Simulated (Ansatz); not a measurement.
Reactions of `[F][Ge]([F])([F])[c]1ccccc1`.

Program: Ansatz. Geometries: PBE0-D4/def2-TZVP. ΔE: electronic, gas phase. CCSD(T)/CBS adds triple-zeta CCSD(T) − MP2 to the extrapolated MP2 energy (def2 sets, frozen cores). This one scheme is used for every species. DFT in def2-TZVPP. For Br, Ge, Se outer-core shells are correlated without core-valence functions, which leaves a few kJ/mol of doubt a bond. Scalar relativity is left out up to krypton. One conformer a species, not always the lowest.

```tsv
reaction	CCSD(T)/CBS(def2) (eV)
`[F][Ge]([F])([F])[c]1ccccc1` + HBr → `[F][Ge]([F])([F])[Br]` + `c1ccccc1`	-0.56
`[F][Ge]([F])([F])[c]1ccccc1` + H₂S → `[F][Ge]([F])([F])[SH]` + `c1ccccc1`	-0.36
`[F][Ge]([F])([F])[c]1ccccc1` + H–F → `[F][Ge]([F])([F])[F]` + `c1ccccc1`	-0.33
`[F][Ge]([F])([F])[c]1ccccc1` + H₂Se → `[F][Ge]([F])([F])[SeH]` + `c1ccccc1`	-0.48
`[F][Ge]([F])([F])[c]1ccccc1` + `N=O` → `O=Nc1ccccc1` + `[F][GeH]([F])[F]`	?
```

**Question.** Fill in the missing values. (Estimate.)

**Answer.** The calculation gave: `[F][Ge]([F])([F])[c]1ccccc1` + `N=O` → `O=Nc1ccccc1` + `[F][GeH]([F])[F]`: +0.14 eV.

Largest T1 diagnostic: 0.015, for `N=O`.
